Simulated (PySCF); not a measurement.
H$_{3}$Sb, triplet, geometry from GFN2-xTB (a higher spin typed on purpose: for a closed-shell molecule this is an excited state) (core potentials on Sb). Base run: M06L/def2-SVP (PySCF).

Here is a job for PySCF.
```python
from pyscf import gto, scf, dft

mol = gto.Mole()
mol.atom = '''
    Sb   -0.03072174    0.00612194    0.00294575
    H    -0.40271124   -1.90552364    0.08879553
    H     0.34262816    1.91749643   -0.08303447
    H     1.62689170   -0.32419160   -0.15599435
'''
mol.basis = 'def2-svp'
mol.ecp = {'Sb': 'def2-svp'}
mol.spin = 2
mol.verbose = 4
mol.build()

mf = dft.UKS(mol)
mf.xc = 'm06l'
mf.kernel()
```

Each row names what was changed in the base input (with any setting that the change needs).

```csv
change,ΔE vs base (µEh),grid points,electrons on the grid,outcome
base,0.0,51384,26.00000,converged
grids.prune = dft.gen_grid.sg1_prune,-,-,-,input refused
grids.radi_method = mura_knowles,0.7,47848,26.00000,converged
grids.level = 2,0.1,30160,26.00000,converged
grids.level = 7,1.4,241560,26.00000,converged
"grids.atom_grid = (30, 110)",-8810,9840,25.99986,converged
grids.level = 5,2.3,117624,26.00000,converged
grids.level = 4,2.8,79256,26.00000,converged
grids.prune = off,-0.1,86536,26.00000,converged
grids.level = 1,130,15448,25.99995,converged
"grids.atom_grid = (150, 974)",1.3,320880,26.00000,converged
```

Open shells are given as the SCF converged; they aren't shown to be the lowest states, and a large step between rows can be another state.

- grids.prune = dft.gen_grid.sg1_prune: ended with `IndexError: index 51 is out of bounds for axis 0 with size 19`
